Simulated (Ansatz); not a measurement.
`[SH][Sn][SH]` + H₂O → `[OH][Sn][SH]` + H₂S  (formal hydrolysis of the Sn–S bond)

Gas-phase electronic energies from Ansatz, PBE0-D4/def2-TZVP geometries. CCSD(T)/CBS adds triple-zeta CCSD(T) − MP2 to the extrapolated MP2 energy (def2 sets, frozen cores). This one scheme is used for every species. DFT in def2-TZVPP. B3LYP here is the variant with VWN-RPA as its local correlation; programs differ in this. def2 core potentials past Kr. For Sn outer-core shells are correlated without core-valence functions, which leaves a few kJ/mol of doubt a bond. One conformer a species, not always the lowest.

(1) Is it downhill or uphill in electronic energy at CCSD(T)/CBS, and by how much? (Estimate.)

(2) What do these levels give: PBE-D4, r2SCAN-D4, PBE0-D4, B3LYP-D4, ωB97M-V, PBE, PBE0, MP2/def2-TZVPP, CCSD(T)/def2-TZVPP, MP2/def2-QZVPP, HF/CBS(def2), MP2/CBS(def2)? (An estimate is asked.)

Largest T1 diagnostic among the species: 0.017.

## Answers

(1) Ansatz gave: Uphill: ΔE = +10.1 kcal/mol.

(2) The calculation gave: PBE-D4 10.4, r2SCAN-D4 9.7, PBE0-D4 11.6, B3LYP-D4 9.5, ωB97M-V 8.8, PBE 9.6, PBE0 10.9, MP2/def2-TZVPP 10.2, CCSD(T)/def2-TZVPP 9.2, MP2/def2-QZVPP 10.6, HF/CBS(def2) 8.7, MP2/CBS(def2) 11.0 kcal/mol.

From PBE to PBE0 (25 % exact exchange), in def2-TZVPP and without D4, ΔE moves by +1.3 kcal/mol. The D4 term adds +1.3 kcal/mol with B3LYP and +0.7 kcal/mol with PBE0; it sums over pairs of atoms, weighted by their polarisabilities, and B3LYP, whose exchange is more repulsive, gets the larger term.
